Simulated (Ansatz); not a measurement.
Ansatz (an electronic-structure program) input:

Ansatz 0.2 input:
```yaml
crystal:
  periodic: [false, false, false]
  atoms:
    - {symbol: Nb, position_ang: [0.06368684, -0.08618898, 0.06514873]}
    - {symbol: O, position_ang: [1.71468147, -0.40343947, -0.23684130]}
    - {symbol: O, position_ang: [-0.59528338, -0.75802850, 1.49087609]}
    - {symbol: Cl, position_ang: [-1.19106553, 1.16155593, -1.35789656]}
basis:
  gaussian:
    orbitals: def2-TZVP
hamiltonian:
  xc: b3lyp
  dispersion: d3bj
total_charge: -1
magnetization: {spin_polarized: true, initial_magnetization: 1}
relax: {f_tol: 0.002, max_steps: 150}
```

Problem. What final total energy does it print?

Solution. -667.98683 Eh (B3LYP-D3(BJ)/def2-TZVP). The basis has 139 functions.

The spin state was set by rule; other spins were not relaxed.
